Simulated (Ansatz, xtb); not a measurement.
# Relative energy of two isomers of CH6GeSn

Structure a: `[CH3][GeH2][SnH]`, a singlet. Structure b: `[CH3][Sn][GeH3]`, a singlet. Both are isolated molecules in the gas phase, relaxed with BLYP-D3(BJ)/def2-SVP; the shapes shown needn't be the lowest conformers.

a (Å):

```yaml
atoms:
  - { symbol: C, position_ang: [0.6102, -0.7745, 0.8134] }
  - { symbol: Ge, position_ang: [0.6416, -0.0452, -1.0512] }
  - { symbol: Sn, position_ang: [-1.5542, 1.4014, -1.8176] }
  - { symbol: H, position_ang: [1.5780, -1.2571, 1.0524] }
  - { symbol: H, position_ang: [0.4249, 0.0484, 1.5296] }
  - { symbol: H, position_ang: [-0.1977, -1.5245, 0.9169] }
  - { symbol: H, position_ang: [1.0007, -1.2177, -2.0273] }
  - { symbol: H, position_ang: [1.8619, 0.9449, -1.1428] }
  - { symbol: H, position_ang: [-1.6397, 2.0485, -0.1256] }
```

b (Å):

```yaml
atoms:
  - { symbol: C, position_ang: [-0.7223, -0.5612, 1.1871] }
  - { symbol: Ge, position_ang: [1.2701, 0.5404, -1.5323] }
  - { symbol: Sn, position_ang: [-0.7935, 1.3956, 0.0698] }
  - { symbol: H, position_ang: [-1.4819, -0.6015, 1.9910] }
  - { symbol: H, position_ang: [-0.8903, -1.3982, 0.4771] }
  - { symbol: H, position_ang: [0.2883, -0.6988, 1.6259] }
  - { symbol: H, position_ang: [0.8852, -0.7797, -2.2865] }
  - { symbol: H, position_ang: [2.5320, 0.1686, -0.6788] }
  - { symbol: H, position_ang: [1.7700, 1.5337, -2.6312] }
```

Task: Which of the two would you expect CCSD(T)/def2-TZVP electronic energies to favour?

Result: Too close to call at this level: CCSD(T)/def2-TZVP gives E(b) − E(a) = −0.54 kcal/mol.

Level by level:

```
               level              geometry  E(b) − E(a) (kcal/mol)  departure from the last row (kcal/mol)  job, with rough time for the two
            GFN2-xTB              GFN2-xTB                     +4.04                                   +4.58              optimisation, 0.45 s
           HF/STO-3G              GFN2-xTB                     −4.82                                   −4.28               single point, 3.9 s
  r2SCAN-D4/def2-SVP              GFN2-xTB                     +1.10                                   +1.64               single point, 7.5 s
BLYP-D3(BJ)/def2-SVP  BLYP-D3(BJ)/def2-SVP                     −0.83                                   −0.29                optimisation, 77 s
        HF/def2-TZVP  BLYP-D3(BJ)/def2-SVP                     +1.23                                   +1.77           part of the CCSD(T) run
       MP2/def2-TZVP  BLYP-D3(BJ)/def2-SVP                     −1.05                                   −0.51           part of the CCSD(T) run
   CCSD(T)/def2-TZVP  BLYP-D3(BJ)/def2-SVP                     −0.54                                                     single point, 3.5 min
```

As drawn, b has 1 C–Sn, 1 Ge–H in place of 1 C–Ge, 1 Sn–H.

The largest departure from CCSD(T)/def2-TZVP is that of GFN2-xTB, 4.58 kcal/mol. A small imaginary or near-zero mode remains, so no thermal terms are given.

The correlated steps freeze 14 core orbitals; the filled d shell of Ge and Sn is correlated, in a basis made for valence electrons. Atoms past krypton carry core potentials in the def2 sets, other sets are all-electron and non-relativistic, and no spin–orbit term is included. Codes used: Ansatz 0.2.0, xtb 6.7.1; the last row on 2 threads of Intel(R) Xeon(R) Processor @ 2.50GHz (Skylake/Cascade Lake) on a shared host.
